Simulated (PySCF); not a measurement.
Dipole moment and polarisability of 2-methyl-4-pentenal

2-methyl-4-pentenal, C6H10O.
Structure used (GFN2-xTB), in Å, numbered top down from 1:
```xyz
17
C6H10O angstrom
C      2.632    0.615   -0.053
C      1.685   -0.067   -0.669
C      0.484   -0.650    0.003
C     -0.836   -0.125   -0.593
C     -2.046   -0.889   -0.066
C     -0.962    1.353   -0.325
O     -1.944    1.911    0.073
H      2.594    0.807    1.006
H      3.486    1.008   -0.578
H      1.749   -0.244   -1.736
H      0.510   -0.436    1.074
H      0.501   -1.736   -0.125
H     -0.784   -0.230   -1.685
H     -2.960   -0.455   -0.463
H     -1.998   -1.936   -0.355
H     -2.085   -0.825    1.019
H     -0.030    1.912   -0.541
```

Level: PBE0/def2-SVPD (PySCF), static field, nuclei fixed, core orbitals frozen in the response. The polarisability tensor in these axes (au):

```
x   91.39  5.37 -0.11
y    5.37 71.90  2.71
z   -0.11  2.71 62.98
```

Question: Diagonalise the tensor; give its mean and Δα, where Δα² is half the sum of the squared differences of the eigenvalues.

Answer: Principal values 62.13, 71.36 and 92.78 au; mean 75.42 au = 11.18 Å³ = 12.44 × 10⁻⁴⁰ C²·m²/J; Δα = 27.23 au (36 % of the mean).

Question: What is the dipole moment, and where does it point?

Answer: (1.92, -1.96, -0.89) D, 2.88 D in size, pointing from the negative to the positive side. Measured along this direction, the outermost atoms are O7 at the negative end and H10 and H9 at the positive end.

Question: In TDDFT the mean static polarisability is Σ f/ω² over all singlet excitations (ω in hartree). How much of it do the 6 lowest give? Their energies (eV) and oscillator strengths: 4.18, 0.0006; 6.07, 0.0165; 6.32, 0.0421; 6.94, 0.0111; 7.27, 0.0027; 7.35, 0.0321.

Answer: They add up to 1.79 au, 2.4 % of the 75.42 au; the largest single term is 0.78 au, from the state at 6.32 eV. Terms in order: 0.03, 0.33, 0.78, 0.17, 0.04, 0.44 au. Higher excitations give the rest. The strengths listed sum to 0.105.

Question: Find the Langevin capture rate constant for NO+ (29.998 u) meeting this molecule (98.073 u), k = 2.342 × 10⁻⁹ cm³/s × √(α in Å³ / reduced mass in u).

Answer: The reduced mass is 22.97 u, so k = 1.63 × 10⁻⁹ cm³/s. The formula leaves out the permanent dipole, which adds to the capture rate.

Question: Rayleigh depolarisation ratio (linearly polarised light, static tensor)?

Answer: ρ = 3Δα²/(45ᾱ² + 4Δα²) = 2224.9/(255994 + 2966.5) = 0.00859.

Question: Traceless (Buckingham) quadrupole moment about the centre of nuclear charge: eigenvalues?

Answer: -12.09, 5.17, 6.92 D·Å. The values depend on the origin, since the dipole doesn't vanish. The electronic extent ⟨r²⟩ about the same centre is 945 bohr², a root-mean-square distance of 2.21 Å for the 54 electrons.

Question: Directions of the eigenvectors, and the extent of the frame along each?

Answer: Largest value along (0.97, 0.25, 0.02), where the nuclei span 6.60 Å; middle along (-0.25, 0.92, 0.30), 4.02 Å; least along (0.06, -0.30, 0.95), 2.77 Å. The response follows the extents in order.

The structure is a single GFN2-xTB conformer in the gas phase; no vibrational or solvent corrections.
